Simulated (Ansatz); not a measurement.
`[CH3][SnH2][SiH3]` + H₂ → `[CH3][SnH3]` + SiH₄ at 700 K and 1 bar (hydrogenolysis of the Sn–Si bond).

Isolated molecules relaxed with PBE0-D4/def2-TZVP in Ansatz; ΔE leaves out vibrations. CCSD(T)/CBS is the MP2 limit (def2-TZVPP, def2-QZVPP) plus CCSD(T) − MP2 in def2-TZVPP, frozen cores. This one scheme is used for every species. def2 core potentials past Kr. For Sn outer-core shells are correlated without core-valence functions, which leaves a few kJ/mol of doubt a bond.

```json
{"species": "`[CH3][SnH2][SiH3]`", "CCSD(T)/CBS energy (Eh)": "-545.95552", "H − E (kJ/mol)": "276.6", "S (J/(mol·K))": "485.0"}
{"species": "H₂", "CCSD(T)/CBS energy (Eh)": "-1.17544", "H − E (kJ/mol)": "46.8", "S (J/(mol·K))": "155.3"}
{"species": "`[CH3][SnH3]`", "CCSD(T)/CBS energy (Eh)": "-255.66383", "H − E (kJ/mol)": "202.9", "S (J/(mol·K))": "368.5"}
{"species": "SiH₄", "CCSD(T)/CBS energy (Eh)": "-291.46306", "H − E (kJ/mol)": "115.5", "S (J/(mol·K))": "252.9"}
```

H − E and S are ideal-gas, rigid-rotor, harmonic terms from PBE0-D4/def2-TZVP. The MP2-based limit puts H₂ 0.8 mEh under its directly extrapolated value; such offsets cancel only in part. 1 Eh = 2625.50 kJ/mol, R = 8.31446 J/(mol·K).

By hand: ΔE, ΔH, ΔS and ΔG.

ΔE = (-255.66383) + (-291.46306) − (-545.95552) − (-1.17544) = 0.00407 Eh = 10.7 kJ/mol. Δ(H − E) = 202.9 + 115.5 − 276.6 − 46.8 = -5.0, so ΔH = 5.7 kJ/mol. ΔS = 368.5 + 252.9 − 485.0 − 155.3 = -18.9 J/(mol·K). ΔG = 5.7 − 700 × (-18.9)/1000 = 18.9 kJ/mol.

By hand: the equilibrium constant, and the temperature at which ΔG would vanish if ΔH and ΔS stayed fixed.

log₁₀ K = −ΔG/(RT ln 10) = -1.4. ΔH and −TΔS have one sign here, so there is no such temperature. One of them is within its doubt of zero, so this could turn.

TΔS isn't small against ΔH here. A doubt of 5 kJ/mol in ΔE shifts log₁₀ K by 0.4 here. These are equilibria of isolated gas molecules and say nothing of rates. Largest T1 diagnostic: 0.012 (customary marks: 0.02 for closed shells, 0.045 for open ones).
